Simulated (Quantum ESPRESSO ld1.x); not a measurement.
Q: The mean radii <r> (bohr) of the occupied orbitals of an atom or ion are listed with their occupations. Method: Dirac Kohn-Sham, PBE, spin-unpolarised, spherical densities, point nucleus; computed with ld1.x of Quantum ESPRESSO 7.5.

orbital     occ.      <r>
1s1/2          2  0.01658
2s1/2          2  0.06922
2p1/2          2  0.05691
2p3/2          4  0.06559
3s1/2          2   0.1798
3p1/2          2   0.1702
3p3/2          4   0.1860
3d3/2          4   0.1618
3d5/2          6   0.1666
4s1/2          2   0.3916
4p1/2          2   0.3921
4p3/2          4   0.4226
4d3/2          4   0.4227
4d5/2          6   0.4319
4f5/2    4.28571   0.4240
4f7/2    5.71429   0.4282

Name the element and its charge. Open shells, if any, are shared by 2j + 1.

A: Z = 80, mercury, charge +24: Hg24+ in [Kr] 4d10 4f10. The 1s radius gives Z: for a bare nucleus <r> = (2 gamma + 1)/(2Z) with gamma = sqrt(1 - (Z/c)^2), 0.0164 bohr for Z = 80, and screening makes it slightly larger (0.01658 here). The occupations add up to 56, and the charge is Z minus that.
